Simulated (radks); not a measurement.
Values are calculated unless marked as measured or tabulated.
Q: The oxygen anion O2-, [Ne], held by a Watson sphere: a shell of charge +2 at radius R that stands for the Madelung well of a crystal (potential energy -2/R inside, -2/r outside, in hartree with lengths in bohr). Level of theory: scalar-relativistic Kohn-Sham, LDA (Slater exchange, Perdew-Wang correlation), spin-polarised, spherical densities, finite nucleus; Fermi nuclear charge, rms radius of each element as measured or else 0.836 A^(1/3) + 0.57 fm (a radial shooting solver on a logarithmic mesh with Libxc functionals). Response by self-consistent Sternheimer equations with the Hartree and adiabatic LDA kernel, the relativistic mass of each level held fixed and spin-orbit coupling left out. The sphere does not respond.

R (bohr)  e(1s) (eV)  e(2s) (eV)  e(2p) (eV)  <r> 2p (bohr)  sum of <r^2> (bohr^2)  X-ray form factor at sin(theta)/lambda = 0.3 1/angstrom  alpha (bohr^3)
1.83         -504.63     -22.713      -8.510          1.450                  20.54                                                    4.206           12.36
2.09         -504.62     -21.522      -7.561          1.512                  22.37                                                    4.127           16.02
2.22         -504.56     -20.997      -7.124          1.542                  23.27                                                    4.101           18.20
3.52         -503.31     -17.656      -4.030          1.797                  32.69                                                    4.041           60.44
3.91         -502.96     -17.098      -3.449          1.865                  35.82                                                    4.042           84.70

Estimate the row for R = 1.76 bohr.

A: e(1s) (eV) -504.60; e(2s) (eV) -23.066; e(2p) (eV) -8.782; <r> 2p (bohr) 1.432; sum of <r^2> (bohr^2) 20.04; X-ray form factor at sin(theta)/lambda = 0.3 1/angstrom 4.236; alpha (bohr^3) 11.52.
